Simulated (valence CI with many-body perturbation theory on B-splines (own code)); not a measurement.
## Run record, Pm XXI

Computed by relativistic CI+MBPT: five valence electrons over a frozen Dirac-Fock core [Kr], radial functions for each j: 7 s, 7 p, 8 d, 6 f, 4 g, 1 h, with the one-electron correlation potential Σ1 (screened to all orders), the two-electron term Σ2, the three-electron term Σ3, Breit, model QED; selected single and double excitations, second order for the rest (own B-spline code, finite nucleus).

Command, and the settings that its task file holds:

```sh
python run_cv.py task.json out
```

```
atom Pm  Z=61  mass_number=145  rms_radius_fm=4.9620
core [Kr]
valence 4d5
avg = 1
basis = M
breit = 1
cap = 40000
capref = 1200
cscale = 1
de = 0.0
dress = 0
eps = 2e-08
h = 0.27
hh = 1
l2 = 3
lcore = 6
maxit = 60
n2 = 5
natural = 1
nlev = 45
nno = [4, 4, 5, 4, 3, 1]
nroot = 26
nsp = [3, 3, 3, 2, 1, 0]
pt2 = 1
qed = 1
rpa = 1
s1 = 1
s2 = 1
s3 = 1
screen = 1
tol = 2e-05
```

Q: Roughly how long does this run take on one core of Arm Neoverse V2, and how much memory?

A: 5.5 min on 1 thread of Arm Neoverse V2 (shared host), peak memory 1.3 GiB.

Log. The first blocks belong to the next ion, which gives the ionisation energy. Fields: 2J, parity (1 odd), roots, reference size, generating configurations, candidates as configurations/state functions, variational space P, stored matrix elements, Davidson steps; e2 is the range of second-order energies in hartree. The first line gives the box (bohr), its intervals, the orbitals and the steps of their self-consistent field. Window is the range of levels sought, series limit the energy at which the first omitted orbital would enter, core excitation an estimate of the first excitation out of the core, left out the lowest levels not solved, and shifts from estimates the range by which levels moved from their first estimate, all in cm⁻¹.

```
rmax 7.1 intervals 60 orbitals 59 references ['4d5', '4d4 4f', '4d4 5s', '4d4 5p'] scf 6 t 1.6
2J=0 par=0 roots 2 ref 7 generators 4 cand 2416/4473 P 1393/2660 nnz 1.4e+06 it 4
2J=0 par=0 roots 2 ref 7 generators 11 cand 9578/24380 P 2191/4566 nnz 2.8e+06 it 5
   second order: generators 20 cand 14678/37461 e2 -0.00003 -0.00002
2J=2 par=0 roots 2 ref 11 generators 3 cand 2550/12025 P 783/3992 nnz 4.2e+06 it 4
2J=2 par=0 roots 2 ref 11 generators 13 cand 10480/71215 P 2086/11127 nnz 2.2e+07 it 5
   second order: generators 22 cand 14679/102443 e2 -0.00008 -0.00004
2J=4 par=0 roots 2 ref 18 generators 4 cand 2624/17622 P 620/3993 nnz 3.9e+06 it 9
2J=4 par=0 roots 2 ref 18 generators 12 cand 10755/107270 P 2079/14862 nnz 4e+07 it 9
   second order: generators 15 cand 10754/109573 e2 -0.00010 -0.00006
reference levels 626, estimated 37, window 246131 1/cm; series limit 3393975, core excitation 848895
2J=5 par=0 roots 10 ref 24 generators 14 cand 12982/429758 P 578/7995 nnz 1.3e+07 it 7
2J=5 par=0 roots 10 ref 24 generators 16 cand 12612/424274 P 1960/27190 nnz 1.3e+08 it 8
   second order: generators 26 cand 23867/884329 e2 -0.00097 -0.00049
2J=7 par=0 roots 7 ref 20 generators 9 cand 12972/478389 P 458/7996 nnz 1.5e+07 it 6
2J=7 par=0 roots 7 ref 20 generators 12 cand 12678/472909 P 1498/25036 nnz 1.2e+08 it 8
   second order: generators 26 cand 32353/1271598 e2 -0.00120 -0.00094
2J=3 par=0 roots 7 ref 19 generators 11 cand 12942/325068 P 664/7994 nnz 1.4e+07 it 11
2J=3 par=0 roots 7 ref 19 generators 11 cand 12496/319579 P 2173/25919 nnz 1.2e+08 it 8
   second order: generators 31 cand 35312/1001093 e2 -0.00072 -0.00040
2J=11 par=0 roots 3 ref 7 generators 9 cand 12649/423917 P 612/7997 nnz 1.5e+07 it 5
2J=11 par=0 roots 3 ref 7 generators 12 cand 12247/418425 P 1948/25280 nnz 1.2e+08 it 7
   second order: generators 22 cand 23839/866456 e2 -0.00049 -0.00041
2J=9 par=0 roots 5 ref 14 generators 10 cand 12860/472839 P 513/7972 nnz 1.5e+07 it 7
2J=9 par=0 roots 5 ref 14 generators 12 cand 12525/467381 P 1597/24949 nnz 1.2e+08 it 8
   second order: generators 23 cand 27077/1100019 e2 -0.00104 -0.00075
2J=1 par=0 roots 4 ref 13 generators 9 cand 12680/174314 P 1175/7992 nnz 1.3e+07 it 5
2J=1 par=0 roots 4 ref 13 generators 12 cand 11846/168832 P 3116/24531 nnz 7.2e+07 it 9
   second order: generators 23 cand 24431/369896 e2 -0.00025 -0.00012
2J=13 par=0 roots 1 ref 3 generators 3 cand 9611/309363 P 698/7995 nnz 1.8e+07 it 5
2J=13 par=0 roots 1 ref 3 generators 5 cand 10759/335107 P 1689/20443 nnz 8.4e+07 it 5
   second order: generators 13 cand 27308/803804 e2 -0.00022 -0.00022
left out: unestimated 1011552, estimated none, shifts from estimates -543 to 0
operators 3.2
```

The Davidson iterations converged.

No measured spectrum was set against this ion. As an estimate, terms of the open shell hold to 2 to 4 % of their energy, and close levels can change places. Core correlation moves these levels by up to 12000 cm⁻¹, and in measured spectra 5 to 20 % of such shifts remained as error; rates that hang on mixing are uncertain with them. Among the levels kept, up to 260 cm⁻¹ of a level comes from second order outside the variational space, and about a tenth of that is noise between levels of different J, which matters for small intervals. Only levels of the ground parity were solved; by the run's estimate the other parity begins above the list, which can be wrong where configurations are misplaced.

```
Valence energy                            : -126.8649 hartree
Ionisation energy                         : 609.64 eV (NIST: 609 ± 4 eV (theoretical))
Reference configurations for the orbitals : 4d5, 4d4 4f, 4d4 5s, 4d4 5p
Radial orbitals                           : 59
Box radius                                : 7.111 bohr
Largest variational space                 : 27190
Lowest levels                             : (4d3/2^4 4d5/2) J=5/2 [a] 0.000, (4d3/2^4 4d5/2) J=5/2 [b] 4.528, (4d3/2^3 4d5/2^2) J=7/2 [a] 7.165, (4d3/2^3 4d5/2^2) J=3/2 [a] 7.459, (4d3/2^3 4d5/2^2) J=11/2 7.695, (4d3/2^3 4d5/2^2) J=9/2 8.323, (4d3/2^3 4d5/2^2) J=5/2 [a] 8.361, (4d3/2^3 4d5/2^2) J=1/2 9.027, (4d3/2^3 4d5/2^2) J=7/2 [b] 10.375, (4d3/2^3 4d5/2^2) J=5/2 [b] 10.984, (4d3/2^2 4d5/2^3) J=7/2 [a] 11.969, (4d3/2^2 4d5/2^3) J=11/2 12.211, (4d3/2^3 4d5/2^2) J=3/2 [b] 12.635, (4d3/2^2 4d5/2^3) J=1/2 [a] 12.764 eV
```

Levels are named by their leading jj configuration (3d3/2^4 stands for four electrons in 3d with j = 3/2), which in mixed levels can hold well under half, so a name can repeat and another be missing. Letters in brackets count levels of one name in rising energy.
